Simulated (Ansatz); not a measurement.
Two isomers of C3H6Ge: A = `CC#[C][GeH3]`, B = `C[C]1=[CH][GeH2]1`.

Computed with Ansatz on PBE0-D4/def2-TZVP structures; ΔE is electronic, products minus reactants. CBS: MP2 limit from def2 TZ/QZ plus the TZ coupled-cluster correction, frozen cores. DFT in def2-TZVPP. B3LYP here is the variant with VWN-RPA as its local correlation; programs differ in this. For Ge outer-core shells are correlated without core-valence functions, which leaves a few kJ/mol of doubt a bond. Scalar relativity is left out up to krypton.

(1) Which isomer does CCSD(T)/CBS put lower? Give the gap. (Estimate.)

(2) Give E(B) − E(A) in kJ/mol with CCSD(T)/def2-TZVPP, B2PLYP, B3LYP-D4, ωB97M-V, r2SCAN-D4, CCSD/def2-TZVPP, HF/def2-TZVPP. (An estimate is asked.)

Largest T1 diagnostic: 0.012.

## Answers

(1) Computed: A, by 56.5 kJ/mol.

(2) The calculation gave: CCSD(T)/def2-TZVPP 63.8, B2PLYP 68.4, B3LYP-D4 63.4, ωB97M-V 57.8, r2SCAN-D4 49.3, CCSD/def2-TZVPP 68.8, HF/def2-TZVPP 96.5. None reverses the order clearly.

The D4 term adds −3.9 kJ/mol with B3LYP and −1.9 kJ/mol with PBE0; it sums over pairs of atoms, weighted by their polarisabilities, and B3LYP, whose exchange is more repulsive, gets the larger term. In def2-TZVPP, CCSD(T) changes the Hartree–Fock value by −32.7 kJ/mol (the triples alone add −5.0 kJ/mol) and MP2 by −32.8 kJ/mol.
